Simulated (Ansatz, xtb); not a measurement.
## Relative energy of two isomers of H10OSi4

We compare I, `O[SiH2][SiH2][SiH2][SiH3]`, a singlet, with II, `O[SiH2][SiH]([SiH3])[SiH3]`, a singlet. Both are isolated molecules in the gas phase, relaxed with r2SCAN-D4/def2-SVP; each stands in its lowest conformer found.

Which of the two would you expect CCSD(T)/def2-SVP + ΔMP2/def2-TZVPP electronic energies to favour?

Not settled: CCSD(T)/def2-SVP + ΔMP2/def2-TZVPP gives E(II) − E(I) = −1.19 kcal/mol, but this leans on the basis-set step: CCSD(T) alone gives −0.33 kcal/mol.

How the difference moves with the method:

```csv
level,geometry,E(II) − E(I) (kcal/mol),departure from the last row (kcal/mol),"job, with rough time for the two"
r2SCAN-D4/def2-SVP,r2SCAN-D4/def2-SVP,−0.30,+0.89,"optimisation, 3.9 min"
HF/def2-SVP,r2SCAN-D4/def2-SVP,−0.80,+0.39,part of the CCSD(T) run
MP2/def2-SVP,r2SCAN-D4/def2-SVP,−0.66,+0.53,part of the CCSD(T) run
CCSD(T)/def2-SVP,r2SCAN-D4/def2-SVP,−0.33,+0.86,single point
CCSD(T)/def2-SVP + ΔMP2/def2-TZVPP,r2SCAN-D4/def2-SVP,−1.19,,"single point, 50 s"
```

As drawn, both hold the same kinds of bond in the same numbers.

r2SCAN-D4/def2-SVP, CCSD(T)/def2-SVP find them nearly level. The largest departure from CCSD(T)/def2-SVP + ΔMP2/def2-TZVPP is that of r2SCAN-D4/def2-SVP, 0.89 kcal/mol. Levels run at GFN2-xTB geometries aren't shown. The last row adds to CCSD(T) the change of the MP2 difference between the two basis sets, here −0.86 kcal/mol.

With thermal terms from frequencies at re-optimised GFN2-xTB minima (ideal gas, soft modes damped towards free rotors, one conformer each, 298.15 K, 1 atm): the zero-point term adds −0.40 kcal/mol; ΔH is −1.16 and ΔG −2.57 kcal/mol.

The correlated steps freeze 21 core orbitals. Codes used: Ansatz 0.2.0, xtb 6.7.1; the last row on 2 threads of Intel(R) Xeon(R) Platinum 8375C CPU @ 2.90GHz (Ice Lake) on a shared host.
